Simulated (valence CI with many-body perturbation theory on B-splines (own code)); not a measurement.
Re⁶⁰⁺: electric-dipole lines

Method: relativistic CI+MBPT: five valence electrons over a frozen Dirac-Fock core [Ne], radial functions for each j: 11 s, 11 p, 10 d, 8 f, 5 g, 2 h, with the one-electron correlation potential Σ1 (screened to all orders), the two-electron term Σ2, the three-electron term Σ3, Breit, model QED; selected single and double excitations, second order for the rest, scaled by the run's own slope (own B-spline code, finite nucleus).

No measured spectrum was set against this ion. As an estimate, large intervals hold to a few tenths of a per cent, small ones and those within an open d or f shell to about a per cent. Among the levels kept, up to 3100 cm⁻¹ of a level comes from second order outside the variational space, and about a tenth of that is noise between levels of different J, which matters for small intervals.

Lines 1 to 50 of 557 in falling wavelength, among levels below 1420.0 eV, chosen from the strongest by gf and those to the six lowest levels. Wavelengths and rates use the calculated energies. Electric multipoles are in the length gauge, E1 and E2 with the static RPA response of the core. Weak lines are less certain than strong ones. Lines between different terms over intervals too small for the method are left out, as are lines whose strength nearly cancels. The highest levels of a list are the least certain.

Levels are named by their leading jj configuration (3d3/2^4 stands for four electrons in 3d with j = 3/2), which in mixed levels can hold well under half, so a name can repeat and another be missing. Letters in brackets count levels of one name in rising energy.

| λ vac (nm) | Upper | Lower | A (s⁻¹) | S (a.u.) |
| --- | --- | --- | --- | --- |
| 9.370 | (3s 3p1/2 3p3/2 3d3/2^2) J=9/2 | (3s^2 3p3/2 3d3/2^2) J=7/2 | 4.20e+09 | 1.71e-02 |
| 8.667 | (3s^2 3p1/2 3p3/2^2) J=5/2 | (3s^2 3p1/2^2 3d3/2) J=3/2 | 8.06e+07 | 1.55e-04 |
| 8.569 | (3s 3p1/2^2 3p3/2 3d3/2) J=7/2 | (3s^2 3p1/2 3p3/2 3d3/2) J=5/2 [b] | 8.19e+09 | 2.03e-02 |
| 8.384 | (3s 3p1/2^2 3d3/2 3d5/2) J=9/2 | (3s^2 3p1/2 3d3/2 3d5/2) J=7/2 [b] | 1.42e+10 | 4.14e-02 |
| 8.071 | (3s 3p1/2 3p3/2^2 3d3/2) J=9/2 | (3s^2 3p3/2^2 3d3/2) J=7/2 | 1.19e+10 | 3.09e-02 |
| 8.037 | (3s 3p1/2 3p3/2 3d3/2^2) J=5/2 [c] | (3s^2 3p3/2 3d3/2^2) J=5/2 | 8.56e+09 | 1.32e-02 |
| 7.581 | (3s 3p1/2^2 3p3/2 3d5/2) J=7/2 [a] | (3s^2 3p1/2 3p3/2 3d5/2) J=7/2 [b] | 7.33e+09 | 1.26e-02 |
| 7.566 | (3s 3p1/2^2 3p3/2 3d5/2) J=9/2 | (3s^2 3p1/2 3p3/2 3d5/2) J=9/2 | 1.14e+10 | 2.44e-02 |
| 7.515 | (3s 3p1/2^2 3p3/2 3d5/2) J=7/2 [a] | (3s^2 3p1/2 3p3/2 3d5/2) J=5/2 [b] | 1.08e+10 | 1.82e-02 |
| 7.457 | (3s 3p1/2^2 3p3/2^2) J=5/2 | (3s^2 3p1/2 3p3/2^2) J=5/2 | 1.03e+10 | 1.27e-02 |
| 7.283 | (3s 3p1/2^2 3d3/2^2) J=3/2 | (3s^2 3p1/2 3d3/2^2) J=5/2 | 1.69e+10 | 1.29e-02 |
| 7.272 | (3s 3p1/2 3p3/2^2 3d5/2) J=11/2 | (3s^2 3p3/2^2 3d5/2) J=9/2 | 2.15e+10 | 4.91e-02 |
| 7.150 | (3s 3p1/2^2 3d5/2^2) J=9/2 | (3s^2 3p1/2 3d5/2^2) J=9/2 | 1.85e+10 | 3.34e-02 |
| 7.123 | (3s 3p1/2 3p3/2^2 3d5/2) J=7/2 [e] | (3s^2 3p3/2^2 3d5/2) J=5/2 [b] | 2.01e+10 | 2.87e-02 |
| 7.115 | (3s 3p1/2 3p3/2^2 3d5/2) J=9/2 [b] | (3s^2 3p3/2^2 3d5/2) J=7/2 | 2.11e+10 | 3.76e-02 |
| 7.108 | (3s 3p1/2^2 3d3/2 3d5/2) J=7/2 [a] | (3s^2 3p1/2 3d3/2 3d5/2) J=5/2 [a] | 1.22e+10 | 1.74e-02 |
| 7.086 | (3s 3p1/2^2 3p3/2 3d3/2) J=7/2 | (3s^2 3p1/2 3p3/2 3d3/2) J=7/2 | 1.54e+10 | 2.16e-02 |
| 7.085 | (3s 3p1/2^2 3d5/2^2) J=9/2 | (3s^2 3p1/2 3d5/2^2) J=7/2 | 3.67e+10 | 6.44e-02 |
| 7.021 | (3s 3p1/2^2 3p3/2 3d3/2) J=5/2 [a] | (3s^2 3p1/2 3p3/2 3d3/2) J=5/2 [a] | 1.54e+10 | 1.57e-02 |
| 7.006 | (3s 3p1/2^2 3d3/2 3d5/2) J=3/2 [a] | (3s^2 3p1/2 3d3/2 3d5/2) J=1/2 | 1.71e+10 | 1.16e-02 |
| 7.005 | (3s 3p1/2^2 3p3/2 3d5/2) J=9/2 | (3s^2 3p1/2 3p3/2 3d5/2) J=7/2 [a] | 2.75e+10 | 4.66e-02 |
| 6.988 | (3s 3p1/2^2 3d5/2^2) J=5/2 | (3s^2 3p1/2 3d5/2^2) J=5/2 | 2.49e+10 | 2.51e-02 |
| 6.976 | (3s 3p1/2^2 3p3/2 3d5/2) J=5/2 [a] | (3s^2 3p1/2 3p3/2 3d5/2) J=5/2 [a] | 1.71e+10 | 1.72e-02 |
| 6.958 | (3s 3p1/2^2 3d5/2^2) J=5/2 | (3s^2 3p1/2 3d5/2^2) J=3/2 | 3.06e+10 | 3.05e-02 |
| 6.957 | (3s 3p1/2^2 3p3/2^2) J=5/2 | (3s^2 3p1/2 3p3/2^2) J=3/2 | 1.64e+10 | 1.63e-02 |
| 6.956 | (3s 3p1/2 3p3/2^3) J=5/2 | (3s^2 3p3/2^3) J=3/2 | 1.73e+10 | 1.72e-02 |
| 6.943 | (3s 3p1/2^2 3d3/2 3d5/2) J=7/2 [a] | (3s^2 3p1/2 3d3/2 3d5/2) J=7/2 [a] | 2.22e+10 | 2.93e-02 |
| 6.932 | (3p1/2^2 3p3/2^2 3d3/2) J=7/2 | (3s 3p1/2 3p3/2^2 3d3/2) J=7/2 [c] | 2.12e+10 | 2.79e-02 |
| 6.920 | (3s 3p1/2^2 3d3/2 3d5/2) J=5/2 [a] | (3s^2 3p1/2 3d3/2 3d5/2) J=5/2 [a] | 1.59e+10 | 1.56e-02 |
| 6.914 | (3s 3p1/2^2 3d3/2 3d5/2) J=3/2 [a] | (3s^2 3p1/2 3d3/2 3d5/2) J=3/2 [a] | 1.72e+10 | 1.12e-02 |
| 6.859 | (3s 3p1/2^2 3d3/2^2) J=5/2 | (3s^2 3p1/2 3d3/2^2) J=5/2 | 2.23e+10 | 2.13e-02 |
| 6.839 | (3s 3p1/2^2 3p3/2 3d5/2) J=5/2 [a] | (3s^2 3p1/2 3p3/2 3d5/2) J=3/2 [a] | 2.44e+10 | 2.31e-02 |
| 6.801 | (3s 3p1/2^2 3p3/2 3d5/2) J=7/2 [b] | (3s^2 3p1/2 3p3/2 3d5/2) J=5/2 [b] | 1.04e+10 | 1.29e-02 |
| 6.792 | (3s 3p1/2^2 3d5/2^2) J=1/2 | (3s^2 3p1/2 3d5/2^2) J=1/2 | 5.73e+10 | 1.77e-02 |
| 6.780 | (3s 3p1/2^2 3p3/2^2) J=1/2 | (3s^2 3p1/2 3p3/2^2) J=1/2 | 3.56e+10 | 1.10e-02 |
| 6.764 | (3s 3p1/2^2 3d3/2 3d5/2) J=5/2 [a] | (3s^2 3p1/2 3d3/2 3d5/2) J=7/2 [a] | 1.68e+10 | 1.54e-02 |
| 6.757 | (3s 3p1/2^2 3d3/2 3d5/2) J=9/2 | (3s^2 3p1/2 3d3/2 3d5/2) J=9/2 | 2.25e+10 | 3.43e-02 |
| 6.748 | (3s 3p1/2 3p3/2^2 3d3/2) J=5/2 [c] | (3s^2 3p3/2^2 3d3/2) J=5/2 | 1.23e+10 | 1.12e-02 |
| 6.719 | (3s 3p1/2^2 3p3/2 3d5/2) J=3/2 [b] | (3s^2 3p1/2 3p3/2 3d5/2) J=1/2 | 2.26e+10 | 1.35e-02 |
| 6.663 | (3s 3p1/2^2 3p3/2 3d5/2) J=3/2 [a] | (3s^2 3p1/2 3p3/2 3d5/2) J=5/2 [a] | 2.01e+10 | 1.17e-02 |
| 6.656 | (3s 3p1/2 3p3/2^2 3d3/2) J=7/2 [c] | (3s^2 3p3/2^2 3d3/2) J=7/2 | 2.29e+10 | 2.67e-02 |
| 6.616 | (3s 3p1/2 3p3/2^2 3d5/2) J=7/2 [d] | (3s^2 3p3/2^2 3d5/2) J=5/2 [a] | 2.22e+10 | 2.54e-02 |
| 6.580 | (3s 3p1/2^2 3p3/2 3d5/2) J=3/2 [b] | (3s^2 3p1/2 3p3/2 3d5/2) J=3/2 [b] | 2.85e+10 | 1.60e-02 |
| 6.566 | (3s 3p1/2^2 3d3/2 3d5/2) J=5/2 [b] | (3s^2 3p1/2 3d3/2 3d5/2) J=3/2 [a] | 1.32e+10 | 1.10e-02 |
| 6.539 | (3s 3p1/2^2 3d5/2^2) J=3/2 | (3s^2 3p1/2 3d5/2^2) J=5/2 | 4.54e+10 | 2.51e-02 |
| 6.459 | (3s 3p1/2^2 3d3/2 3d5/2) J=7/2 [b] | (3s^2 3p1/2 3d3/2 3d5/2) J=9/2 | 4.09e+10 | 4.35e-02 |
| 6.437 | (3s 3p1/2^2 3d5/2^2) J=7/2 | (3s^2 3p1/2 3d5/2^2) J=9/2 | 4.33e+10 | 4.56e-02 |
| 6.418 | (3p1/2^2 3p3/2^2 3d3/2) J=3/2 | (3s 3p1/2 3p3/2^2 3d3/2) J=5/2 [d] | 2.16e+10 | 1.13e-02 |
| 6.401 | (3s 3p1/2 3p3/2^2 3d5/2) J=3/2 [d] | (3s^2 3p3/2^2 3d5/2) J=3/2 | 2.15e+10 | 1.11e-02 |
| 6.384 | (3s 3p1/2^2 3d5/2^2) J=7/2 | (3s^2 3p1/2 3d5/2^2) J=7/2 | 1.60e+10 | 1.65e-02 |
